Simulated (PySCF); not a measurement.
Species: C₅H₅NO.
Numbering: `[CH3:1][O:2][C@H:3]1[CH:4]=[C:5]1[C:6]#[N:7]` (hydrogens: H8, H9, H10 on C1; H11 on C3; H12 on C4)

The geometry is computed with GFN2-xTB (gas phase).

Task: What internal coordinates does the optimisation give?

Result: 
```json
{"bond": "C1–O2", "length (bohr)": "2.668"}
{"bond": "O2–C3", "length (bohr)": "2.623"}
{"bond": "C3–C4", "length (bohr)": "2.794"}
{"bond": "C4=C5", "length (bohr)": "2.484"}
{"bond": "C5–C6", "length (bohr)": "2.596"}
{"bond": "C6≡N7", "length (bohr)": "2.173"}
{"bond": "C3–C5", "length (bohr)": "2.877"}
{"bond": "C1–H8, C1–H9, C1–H10", "length (bohr)": "2.066"}
{"bond": "C3–H11", "length (bohr)": "2.063"}
{"bond": "C4–H12", "length (bohr)": "2.007"}
```

Bonds in one row agree within 0.02 bohr and their mean is given. A selection of angles:
```json
{"angle": "O2–C1–H8", "degrees": "111.0"}
{"angle": "O2–C1–H9", "degrees": "106.4"}
{"angle": "H8–C1–H9", "degrees": "109.6"}
{"angle": "C1–O2–C3", "degrees": "113.3"}
{"angle": "O2–C3–C4", "degrees": "118.7"}
{"angle": "O2–C3–C5", "degrees": "119.6"}
{"angle": "O2–C3–H11", "degrees": "113.7"}
{"angle": "C4–C3–C5", "degrees": "51.9"}
{"angle": "C4–C3–H11", "degrees": "121.1"}
{"angle": "C5–C3–H11", "degrees": "118.4"}
{"angle": "C3–C4–C5", "degrees": "65.8"}
{"angle": "C3–C4–H12", "degrees": "145.8"}
{"angle": "C5–C4–H12", "degrees": "148.3"}
{"angle": "C4–C5–C6", "degrees": "153.2"}
{"angle": "C3–C5–C4", "degrees": "62.3"}
{"angle": "C3–C5–C6", "degrees": "144.4"}
{"angle": "C5–C6–N7", "degrees": "177.3"}
```

Torsions: C1–O2–C3–C4 -145° (anticlinal); O2–C3–C4–C5 107° (anticlinal); C3–C4–C5–C6 -177° (antiperiplanar); O2–C3–C5–C4 -105° (anticlinal).

The C–O distances run from 1.388 Å (O2–C3, drawn single) to 1.412 Å (C1–O2, drawn single), a spread of 0.024 Å. The 4 C–C bonds span 1.315 Å (C4=C5, drawn double) to 1.523 Å (C3–C5, drawn single), a spread of 0.208 Å. O2 (ether oxygen) is bent (angle 113.3°). Of the pairs four or more bonds apart, C5···H10 is among the closest relative to their van der Waals radii: 3.00 Å, 103 % of the sum of Bondi's values. The 3-membered ring C3–C4–C5 has internal angles of 51.9° to 65.8°.

Point group: C1 (no symmetry element, even within 0.4 Å). Not checked by GFN2-xTB frequencies. One conformer, not necessarily the lowest.
